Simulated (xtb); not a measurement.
Be(Et) (C₂H₅Be), SMILES [Be+][CH2]C, charge +1. All values are semi-empirical tight-binding results from xtb (GFN2-xTB unless named), good for trends rather than for accurate numbers. The structure is a stationary point at GFN2-xTB. The spin state was assumed, not searched. The isomer is the one that the SMILES or the coordinates give; other isomers of the formula were not compared.

For metal compounds this method's bond lengths and energies can be far off.

### Question
Estimate the properties. (Estimate from the structure and the level; the computed values follow.)

### Answer

```yaml
point_group_as_xtb_finds_it: Cs
orbital_gap: 1.79 eV
zero_point_energy: 38.0 kcal/mol
G − E(el) at 298.15 K (modified RRHO): 22.1 kcal/mol
```

Computed IR lines (harmonic; lines under 4 % of the strongest left out, lines within 3 cm⁻¹ merged):
ν (cm⁻¹): 157 (s), 205 (s), 364 (vs), 695 (m), 942 (m), 1013 (w), 1102 (w), 1264 (w), 1398 (w), 1458 (w) (against the strongest line: vs over 80 %, s over 45 %, m over 15 %, w over 4 %, vw less)
